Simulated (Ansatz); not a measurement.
Ansatz (an electronic-structure program) input for Al(Cl)(Br)(NH2) (AlBrClH₂N), SMILES [Cl][Al]([Br])[NH2], PBE-D3(BJ)/def2-SVP. 

Ansatz 0.2 input:
```yaml
crystal:
  periodic: [false, false, false]
  atoms:
    - {symbol: Al, position_ang: [-0.41276441, -0.61162279, 0.00000000]}
    - {symbol: Cl, position_ang: [1.01431014, -2.15169387, 0.00000000]}
    - {symbol: Br, position_ang: [0.23940189, 1.54025841, 0.00000000]}
    - {symbol: N, position_ang: [-2.12551478, -1.01267060, 0.00000000]}
    - {symbol: H, position_ang: [-2.88026389, -0.33121676, 0.00000000]}
    - {symbol: H, position_ang: [-2.49753392, -1.95924114, 0.00000000]}
basis:
  gaussian:
    orbitals: def2-SVP
hamiltonian:
  xc: pbe
  dispersion: d3bj
relax: {f_tol: 0.002, max_steps: 200}
```

It prints:

```
WARN ansatz: RAYON_NUM_THREADS=1 ignored (pool sized by the plan → 1); use --threads N
Functional definition: PBE
integrals: 0.04 GiB planned
1021 factors; their error is unknown
mean field: 0.21 GiB planned
mean field evaluation 1: about -90647.6426 eV, gradient 6.5e1 eV
mean field evaluation 2: about -90597.9962 eV, gradient 1.3e2 eV
mean field evaluation 4: about -90656.2241 eV, gradient 1.1e1 eV
mean field evaluation 8: about -90656.5267 eV, gradient 2.0e-1 eV
mean field evaluation 16: about -90656.4354 eV, gradient 1.1e-4 eV
mean field -90656.43543632 eV, -3331.5625531458 hartree, gradient 4.7e-5 eV, S^2 0.000000; 0 other end points of the search recorded, 0 dependent functions left out
the calculation of the forces begins
reference -90656.43547071 eV, -3331.5625544097 hartree; 37, 37 occupied and 55, 55 virtual orbitals, 1021 factors
relax step   1: F+E_penalty+E_count = -90656.57667443 eV  Δ(F+E_penalty+E_count) = +0.000e0 eV  max|allowed force component| = 2.173e-1 eV/Å  Δτ_max = 0.0000 Å  (29 SCF iters, accepted)
these checks for a lower state are left out or cut short: starts, cluster_reference, orbital_swaps, neighbouring_geometries, increment
integrals: 0.04 GiB planned
1021 factors; their error is unknown
mean field: 0.21 GiB planned
mean field -90656.43860796 eV, -3331.5626697014 hartree, gradient 1.3e-5 eV, S^2 0.000000; 0 other end points of the search recorded, 0 dependent functions left out
the calculation of the forces begins
reference -90656.43864241 eV, -3331.5626709675 hartree; 37, 37 occupied and 55, 55 virtual orbitals, 1021 factors
relax step   2: F+E_penalty+E_count = -90656.57935489 eV  Δ(F+E_penalty+E_count) = -2.680e-3 eV  max|allowed force component| = 7.521e-2 eV/Å  Δτ_max = 0.0086 Å  (29 SCF iters, accepted)
these checks for a lower state are left out or cut short: starts, cluster_reference, orbital_swaps, neighbouring_geometries, increment
integrals: 0.04 GiB planned
1021 factors; their error is unknown
mean field: 0.21 GiB planned
mean field evaluation 32: about -90656.4390 eV, gradient 2.1e-5 eV
mean field -90656.43895762 eV, -3331.5626825511 hartree, gradient 2.1e-5 eV, S^2 0.000000; 0 other end points of the search recorded, 0 dependent functions left out
the calculation of the forces begins
reference -90656.43899209 eV, -3331.5626838179 hartree; 37, 37 occupied and 55, 55 virtual orbitals, 1021 factors
relax step   3: F+E_penalty+E_count = -90656.57958562 eV  Δ(F+E_penalty+E_count) = -2.307e-4 eV  max|allowed force component| = 2.312e-2 eV/Å  Δτ_max = 0.0022 Å  (22 SCF iters, accepted)
these checks for a lower state are left out or cut short: starts, cluster_reference, orbital_swaps, neighbouring_geometries, increment
integrals: 0.04 GiB planned
1021 factors; their error is unknown
mean field: 0.21 GiB planned
mean field -90656.43896749 eV, -3331.5626829139 hartree, gradient 1.9e-5 eV, S^2 0.000000; 0 other end points of the search recorded, 0 dependent functions left out
the calculation of the forces begins
reference -90656.43900196 eV, -3331.5626841807 hartree; 37, 37 occupied and 55, 55 virtual orbitals, 1021 factors
relax step   4: F+E_penalty+E_count = -90656.57959245 eV  Δ(F+E_penalty+E_count) = -6.833e-6 eV  max|allowed force component| = 7.264e-3 eV/Å  Δτ_max = 0.0003 Å  (19 SCF iters, accepted)
these checks for a lower state are left out or cut short: starts, cluster_reference, orbital_swaps, neighbouring_geometries, increment
integrals: 0.04 GiB planned
1021 factors; their error is unknown
mean field: 0.21 GiB planned
mean field -90656.43896503 eV, -3331.5626828235 hartree, gradient 2.2e-5 eV, S^2 0.000000; 0 other end points of the search recorded, 0 dependent functions left out
the calculation of the forces begins
reference -90656.43899950 eV, -3331.5626840903 hartree; 37, 37 occupied and 55, 55 virtual orbitals, 1021 factors
relax step   5: F+E_penalty+E_count = -90656.57959442 eV  Δ(F+E_penalty+E_count) = -1.966e-6 eV  max|allowed force component| = 1.792e-3 eV/Å  Δτ_max = 0.0004 Å  (18 SCF iters, accepted)
integrals: 0.04 GiB planned
1021 factors; their error is unknown
mean field: 0.21 GiB planned
mean field evaluation 64: about -90656.4390 eV, gradient 2.2e-5 eV
mean field -90656.43896503 eV, -3331.5626828235 hartree, gradient 2.2e-5 eV, S^2 0.000000; 1 other end points of the search recorded, 0 dependent functions left out
the calculation of the forces begins
reference -90656.43899950 eV, -3331.5626840903 hartree; 37, 37 occupied and 55, 55 virtual orbitals, 1021 factors
Total energy: -90656.57962889 eV, -3331.5678521250 hartree
Atom 0 at    -0.409402    -0.611436    -0.000000 Å, force    -0.001792    -0.000398     0.000000 eV/Å
Atom 1 at     1.021196    -2.157955    -0.000000 Å, force     0.000106     0.000005    -0.000000 eV/Å
Atom 2 at     0.242776     1.549573     0.000000 Å, force     0.000062     0.000096     0.000000 eV/Å
Atom 3 at    -2.129513    -1.013775    -0.000000 Å, force    -0.000566    -0.000394     0.000000 eV/Å
Atom 4 at    -2.886036    -0.326802     0.000000 Å, force     0.001168     0.000410    -0.000000 eV/Å
Atom 5 at    -2.501387    -1.965792     0.000000 Å, force     0.001023     0.000282     0.000000 eV/Å
Dipole moment:    -0.516797    -0.106753     0.000000 e Å
```

The run converged.

Cost: about 11 core-seconds (a rough figure).
